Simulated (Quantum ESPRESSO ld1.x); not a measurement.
Values are calculated unless marked as measured or tabulated.
One sound ld1.x (Quantum ESPRESSO 7.5) input for neutral platinum gives E = -18436.45 hartree in 37 iterations:

```
 &input
    zed=78.0,
    iswitch=1,
    rel=2,
    dft='PW',
    config='[Xe] 4f14 5d9 6s1',
    lsmall=.true.,
    prefix='ld1',
    max_out_wfc=37,
    file_charge='ld1.rho',
 /
```

Changed or added lines, one case at a time, and what came of them:

- iswitch=0: refused. The program stops in ld1_readin with "wrong iswitch": iswitch takes 1 to 4.
- config='[Xe] 4f14 5d9 6s1 7p3': spurious. The string holds 81 electrons for Z = 78, so the species has charge -3 and is not the one meant. The equations of the added shell fail (the log warns of at least one error in the KS equations), so the printed solution is spurious even though the residual is small.
- cau_fact=54.41: crashed. The program stops in dirsol with "no classical turning point found": with c below Z the Dirac equation of a point nucleus has no 1s solution.
- config='[Xe] 4f14 5d9 6s1 1s1': refused. The program stops in el_config with "occupation wrong": the bracketed core already holds 1s.
- xmin=-12.0: usable despite the warning. The mesh starts very near the nucleus, where rounding noise provokes warnings (final residual 9e-15); the energy differs from the default mesh by +2.35e-05 hartree, which is rather the error of the default start.
- config='[Xe] 4f14 5d9 6s1 6s1': refused. The program stops in el_config with "occupation wrong": a shell may stand twice only as spin up and down (lsd = 1) or as its two j (rel = 2, l > 0), within their capacities.
- rel=3: refused. The program stops in ld1_readin with "wrong rel": rel takes 0, 1 or 2.
